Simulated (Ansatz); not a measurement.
Ansatz (an electronic-structure program) input (CCSD(T)/cc-pV(T+d)Z):
A basis named .json is the Basis Set Exchange file of that set.

Ansatz 0.2 input:
```yaml
crystal:
  periodic: [false, false, false]
  atoms:
    - {symbol: B, position_ang: [0.40892533, -0.17844453, -0.23361328]}
    - {symbol: O, position_ang: [1.40812072, -0.53045127, -0.88620567]}
    - {symbol: Cl, position_ang: [-0.90683721, 0.37276952, 0.54039957]}
    - {symbol: H, position_ang: [2.10664022, -1.20124903, -0.92908098]}
basis:
  gaussian:
    orbitals: cc-pV_T+d_Z.json
total_charge: 1
magnetization: {spin_polarized: false}
correlation: {method: ccsd_t, electrons: outside_noble_gas}
```

Output:

```
Functional definition: HF
integrals: 0.15 GiB planned
682 factors; integrals over basis functions are off by at most 1.0e-3 eV
mean field: 0.25 GiB planned
mean field evaluation 1: about -15220.1078 eV, gradient 5.1e1 eV
mean field evaluation 2: about -15220.1089 eV, gradient 5.1e1 eV
mean field evaluation 4: about -15224.1039 eV, gradient 2.4e0 eV
mean field evaluation 8: about -15224.1230 eV, gradient 1.2e-4 eV
mean field evaluation 16: about -15224.1206 eV, gradient 1.3e-1 eV
mean field -15224.12300207 eV, -559.4762010449 hartree, gradient 1.7e-6 eV, S^2 0.000000; 0 other end points of the search recorded, 0 dependent functions left out
7 core orbitals not correlated
reference -15224.12300207 eV, -559.4762010449 hartree; 8, 8 occupied and 98, 98 virtual orbitals, 682 factors
second order -13.45731931 eV of doubles, -0.00000000 eV of singles
coupled cluster: 0.32 GiB planned
cycle   1  -13.60536609 eV  change   -1.5e-1 eV  update   8.2e-2
cycle   2  -13.90323441 eV  change   -3.0e-1 eV  update   2.4e-2
cycle   3  -13.98311648 eV  change   -8.0e-2 eV  update   1.3e-2
cycle   4  -13.97143262 eV  change    1.2e-2 eV  update   3.0e-3
cycle   5  -13.97046266 eV  change    9.7e-4 eV  update   1.1e-3
cycle   6  -13.97061246 eV  change   -1.5e-4 eV  update   2.9e-4
cycle   7  -13.97041934 eV  change    1.9e-4 eV  update   9.0e-5
cycle   8  -13.97042130 eV  change   -2.0e-6 eV  update   2.2e-5
cycle   9  -13.97042500 eV  change   -3.7e-6 eV  update   7.3e-6
perturbative correction -0.59141275 eV, -0.0217340177 hartree
Total energy: -15238.68483982 eV, -560.0113387118 hartree
```

It need not be the lowest isomer of its formula.
